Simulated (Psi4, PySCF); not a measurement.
Conformational energy of SMILES c1ccc(-c2cc3sccc3s2)nc1 (C11H7NS2). Scanned: dihedral N13–C4–C5–S12; all other coordinates were relaxed at GFN2-xTB. Points at φ and −φ are mirror images. Heavy atoms are numbered in the order of the SMILES c1ccc(-c2cc3sccc3s2)nc1, hydrogens after them in the order of the atoms that carry them; the mirror image has the same energies with the sign of each dihedral reversed.

Levels: RHF/6-31G* = restricted Hartree-Fock/6-31G*, spherical d, density fitting // GFN2-xTB in PySCF; RMP2/3-21G = restricted MP2 (frozen core)/3-21G // GFN2-xTB (PySCF); PBE-D3(BJ)/def2-SVP // GFN2-xTB (Psi4).

Energies relative to the lowest point of each profile, in kJ/mol:

```tsv
φ / °	RHF/6-31G*	RMP2/3-21G
-150	2.9	8.9
-120	11.7	21.6
-90	16.9	27.4
-60	9.6	19.1
-30	1.2	6.1
0	0.0	0.0
30	1.2	6.1
60	9.6	19.1
90	16.9	27.4
120	11.7	21.6
150	2.9	8.9
180	0.3	3.3
```

### Question
Estimate the PBE-D3(BJ)/def2-SVP values at these points.

### Answer
-150: 9.1; -120: 25.3; -90: 36.1; -60: 25.0; -30: 7.9; 0: 0.0; 30: 7.9; 60: 25.0; 90: 36.1; 120: 25.3; 150: 9.1; 180: 2.8 (kJ/mol).
